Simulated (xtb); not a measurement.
BF₂, SMILES F[B]F (connectivity only; charge and spin as stated), charge +1, multiplicity 1. All values are semi-empirical tight-binding results from xtb (GFN2-xTB unless named), good for trends rather than for accurate numbers. Geometry optimised at GFN2-xTB. The spin state was assumed, not searched. The isomer is the one that the SMILES or the coordinates give; other isomers of the formula were not compared.

Optimised geometry:

Bond lengths (Å): F1–B2 1.219, B2–F3 1.219. Bond angles (°): F1–B2–F3 180.0.
Charge +1, spin multiplicity 1.

| Item | Value |
|---|---|
| point group as xtb finds it | D∞h |
| orbital gap | 8.29 eV |
| zero-point energy | 5.6 kcal/mol |
| G − E(el) at 298.15 K (modified RRHO) | -7.8 kcal/mol |
| static polarisability (D4 model) | 18.4 bohr³ |
| solvation energy, GFN2-xTB/ALPB(water) | -67.0 kcal/mol |
| solvation energy, GFN2-xTB/ALPB(dmso) | -57.2 kcal/mol |

Computed IR lines (harmonic; lines under 4 % of the strongest left out, lines within 3 cm⁻¹ merged):
ν (cm⁻¹): 360 (m), 2160 (vs) (against the strongest line: vs over 80 %, s over 45 %, m over 15 %, w over 4 %, vw less)

Computed atomic charges and the Wiberg bond orders between heavy atoms:
charges (e) F1 0.15, B2 0.70, F3 0.15. Bond orders F1–B2 1.63, B2–F3 1.63.
